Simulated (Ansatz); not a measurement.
Stepwise reaction of `C[Si](C)(S)S` with hydrogen, as a gas-phase model of exchange steps in deposition or etching. ΔE in kJ/mol; ΔG adds harmonic PBE0-D4 terms to CCSD(T)/CBS, at 1 bar.

Gas-phase electronic energies from Ansatz, PBE0-D4/def2-TZVP geometries. CCSD(T)/CBS is the MP2 limit (def2-TZVPP, def2-QZVPP) plus CCSD(T) − MP2 in def2-TZVPP, frozen cores. This one scheme is used for every species. DFT in def2-TZVPP. B3LYP here is the variant with VWN-RPA as its local correlation; programs differ in this. Each species was taken in one conformer, which may not be the lowest.

```json
{"step": "1", "reaction": "`C[Si](C)(S)S` + H₂ → `C[SiH](S)S` + CH₄", "PBE-D4": "-19.4", "B3LYP-D4": "-23.4", "ωB97M-V": "-20.2", "CCSD(T)/CBS": "-19.8", "ΔG(500 K)": "-14.7"}
{"step": "2", "reaction": "`C[SiH](S)S` + H₂ → `S[SiH2]S` + CH₄", "PBE-D4": "-10.8", "B3LYP-D4": "-16.0", "ωB97M-V": "-12.9", "CCSD(T)/CBS": "-13.2", "ΔG(500 K)": "-10.8"}
```

Q: By hand: ΔE of the 2 steps together at CCSD(T)/CBS.

A: (-19.8) + (-13.2) = -33.0 kJ/mol, or -16.5 kJ/mol a step.

In ΔE each step is higher than the one before. All are downhill at CCSD(T)/CBS. ΔG lies between -14.7 and -10.8 kJ/mol a step. PBE-D4 differs from CCSD(T)/CBS by 0.4 to 2.4 kJ/mol a step. Isolated molecules leave out the surface, adducts and barriers. Largest T1 diagnostic: 0.011.
